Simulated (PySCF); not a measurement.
Compound: VSeCl3 (singlet state).
Bonds: V1–Se2, V1–Cl3, V1–Cl4, V1–Cl5.

A GFN2-xTB structure was refined with PBE0-D3(BJ)/def2-SVP geometry optimisation, gas phase (PySCF 2.14.0). Its GFN2-xTB values:

```json
{"coordinate": "V1–Se2", "GFN2-xTB": "2.128 Å"}
{"coordinate": "V1–Cl3", "GFN2-xTB": "1.912 Å"}
{"coordinate": "Se2–V1–Cl3", "GFN2-xTB": "112.3°"}
{"coordinate": "Se2–V1–Cl5", "GFN2-xTB": "109.6°"}
{"coordinate": "Cl3–V1–Cl4", "GFN2-xTB": "106.1°"}
{"coordinate": "Cl4–V1–Cl5", "GFN2-xTB": "109.8°"}
```

Task: How do these coordinates change at the PBE0-D3(BJ)/def2-SVP level?

Result: 
```csv
coordinate,PBE0-D3(BJ)/def2-SVP (Å or °),change
V1–Cl3,2.117,+0.205
V1–Se2,2.106,-0.022
Cl3–V1–Cl4,110.4,+4.3
Se2–V1–Cl3,108.4,-3.9
Cl4–V1–Cl5,110.8,+1.0
Se2–V1–Cl5,108.8,-0.8
```

The energy falls by 16.2 kcal/mol over 11 energy and gradient evaluations, the largest force component goes from 0.1079 to 4.0e-04 Eh/bohr, and the atoms move by 0.111 Å rms after alignment. The bond that changes most is V1–Cl3 (ends: vanadium bonded to 3 Cl and Se; chlorine bonded to V), which lengthens by 0.205 Å. Bonds longer at the end by more than 0.005 Å: 3 of 4; shorter: 1. Rotational constants go from 1353, 935.6, 900.6 to 1193, 883.9, 878.8 MHz.

The run used 117 basis functions and 91 SCF cycles in all. Time: 3.7 min; peak memory 0.49 GiB. Hardware: one thread of an AMD EPYC (shared host).

Whether it is a minimum is left open (no frequencies).
